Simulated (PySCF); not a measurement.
**Tc²⁺ (technetium, charge +2) across methods**

[Kr] 4d5, high-spin 6S determinant. Computed with PySCF 2.14 in aug-cc-pwCVTZ-PP with ECP28MDF (8s8p7d4f3g, 122 functions), with scalar relativity through the core potential.

```tsv
method	E (hartree)	mean ε 4p α (eV)	mean ε 4p β (eV)	mean ε 4d α (eV)	Σ⟨r²⟩ (bohr²)	⟨S²⟩
BP86	-79.6704	-63.076	-59.482	-23.765	27.52	8.750
PBE0	-79.6137	-66.839	-61.552	-25.476	27.35	8.750
B3LYP	-79.6303	-66.064	-61.243	-25.005	27.44	8.750
r2SCAN	-79.6560	-64.787	-59.807	-24.052	27.26	8.750
UHF	-79.12281	-77.469	-67.036	-30.015	27.08	8.751
LDA	-79.4025	-63.005	-59.330	-23.821	27.74	8.750
M06-L	-79.6561	-64.136	-59.420	-23.579	26.93	8.750
PBE	-79.6125	-63.034	-59.267	-23.734	27.56	8.750
```

Energies and moments cover only the electrons outside the core potential.
